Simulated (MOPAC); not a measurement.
MOPAC input (PM7):

```
PM7 1SCF GEO-OK AUX(PRECISION=9) THREADS=1
CH2S

C    -0.99068100 1    0.19143400 1   -0.16200000 1
S     0.56573500 1   -0.10932000 1    0.09251100 1
H    -1.32804100 1    1.00501400 1   -0.80207300 1
H    -1.77962700 1   -0.40450400 1    0.29389400 1
```

Output:

```
 *******************************************************************************
 **                                                                           **
 **                              MOPAC v23.2.5                                **
 **                                                                           **
 *******************************************************************************
 ** MOPAC's Digital Object Identifier: https://doi.org/10.5281/zenodo.6511958 **
 **                                                                           **
 ** Please cite the open-source release paper for use of this MOPAC version:  **
 ** J. E. Moussa and J. J. P. Stewart (2026)                                  **
 ** MOPAC: An open-source semiempirical molecular orbital program             **
 ** J. Open Source Softw., 11(119), 8025, https://doi.org/10.21105/joss.08025 **
 *******************************************************************************

                              PM7 CALCULATION RESULTS

 *******************************************************************************
 *  PM7        - The PM7 Hamiltonian to be used
 *  GEO-OK     - OVERRIDE INTERATOMIC DISTANCE AND OTHER SAFETY CHECKS
 *  1SCF       - DO 1 SCF AND THEN STOP
 *  AUX        - OUTPUT AUXILIARY INFORMATION
 *******************************************************************************
PM7 1SCF GEO-OK AUX(PRECISION=9) THREADS=1
 CH2S

   ATOM   CHEMICAL          X               Y               Z
  NUMBER   SYMBOL      (ANGSTROMS)     (ANGSTROMS)     (ANGSTROMS)

     1       C         -0.99068100  *   0.19143400  *  -0.16200000  *
     2       S          0.56573500  *  -0.10932000  *   0.09251100  *
     3       H         -1.32804100  *   1.00501400  *  -0.80207300  *
     4       H         -1.77962700  *  -0.40450400  *   0.29389400  *

          CARTESIAN COORDINATES

    NO.       ATOM           X           Y           Z

     1         C         -0.9907      0.1914     -0.1620
     2         S          0.5657     -0.1093      0.0925
     3         H         -1.3280      1.0050     -0.8021
     4         H         -1.7796     -0.4045      0.2939

 General Reference for PM7:
 "Optimization of Parameters for Semiempirical Methods VI: More Modifications to the
 NDDO Approximations and Re-optimization of Parameters", J. J. P. Stewart, J. Mol. Mod., 1:32, 19 (2013)
 https://link.springer.com/article/10.1007/s00894-012-1667-x

           Empirical Formula: C H2 S  =     4 atoms

      MOLECULAR POINT GROUP   :   C2v

      RHF CALCULATION, NO. OF DOUBLY OCCUPIED LEVELS = 6

 -------------------------------------------------------------------------------
 PM7 1SCF GEO-OK AUX(PRECISION=9) THREADS=1
 CH2S

     1SCF WAS SPECIFIED, SO BFGS WAS NOT USED
     SCF FIELD WAS ACHIEVED

                              PM7 CALCULATION
                                                       MOPAC v23.2.5 Linux

          FINAL HEAT OF FORMATION =         34.48055 KCAL/MOL =     144.26661 KJ/MOL

          COSMO AREA              =         77.67 SQUARE ANGSTROMS
          COSMO VOLUME            =         60.73 CUBIC ANGSTROMS

          IONIZATION POTENTIAL    =          8.820070 EV
          HOMO LUMO ENERGIES (EV) =         -8.820 -1.369
          NO. OF FILLED LEVELS    =          6
          MOLECULAR WEIGHT        =         46.0868         POINT GROUP:  C2v

          MOLECULAR DIMENSIONS (Angstroms)

            Atom       Atom       Distance
            H     4    S     2     2.37243
            H     3    S     2     1.69730
            C     1    H     3     0.00000

          SCF CALCULATIONS        =          1

   ATOM   CHEMICAL          X               Y               Z
  NUMBER   SYMBOL      (ANGSTROMS)     (ANGSTROMS)     (ANGSTROMS)

     1       C         -0.99068100  *   0.19143400  *  -0.16200000  *
     2       S          0.56573500  *  -0.10932000  *   0.09251100  *
     3       H         -1.32804100  *   1.00501400  *  -0.80207300  *
     4       H         -1.77962700  *  -0.40450400  *   0.29389400  *

                             CARTESIAN COORDINATES

   1    C       -0.990681000     0.191434000    -0.162000000
   2    S        0.565735000    -0.109320000     0.092511000
   3    H       -1.328041000     1.005014000    -0.802073000
   4    H       -1.779627000    -0.404504000     0.293894000

           Empirical Formula: C H2 S  =     4 atoms

      MOLECULAR POINT GROUP   :   C2v

                  EIGENVALUES
 -27.80729 -20.26968 -15.43581 -12.75585 -10.91383  -8.82007  -1.36873  -0.12741
   0.85564   0.90340   0.90489   0.97138   3.18484   5.17716   5.36913

              NET ATOMIC CHARGES AND DIPOLE CONTRIBUTIONS

  ATOM NO.   TYPE          CHARGE      No. of ELECS.   s-Pop       p-Pop       d-Pop
    1          C          -0.272306        4.2723     1.14220     3.13011
    2          S          -0.045764        6.0458     1.92677     3.99482     0.12417
    3          H           0.159035        0.8410     0.84096
    4          H           0.159035        0.8410     0.84096
 DIPOLE           X         Y         Z       TOTAL
 POINT-CHG.    -1.202     0.232    -0.197     1.240
 HYBRID        -0.284     0.055    -0.046     0.293
 SUM           -1.486     0.287    -0.243     1.533

          ATOMIC ORBITAL ELECTRON POPULATIONS

     Atom    s        px        py        pz      x^2-y^2     xz        z^2       yz        xy
    1  C   1.14220   1.06116   1.06237   1.00659
    2  S   1.92677   1.03307   1.59035   1.37139   0.04336   0.03421   0.01592   0.00097   0.02971
    3  H   0.84096
    4  H   0.84096

 **********************
 *                    *
 * JOB ENDED NORMALLY *
 *                    *
 **********************

 == MOPAC DONE ==
```

The geometry given is a B3LYP-D3(BJ)/def2-TZVP minimum.
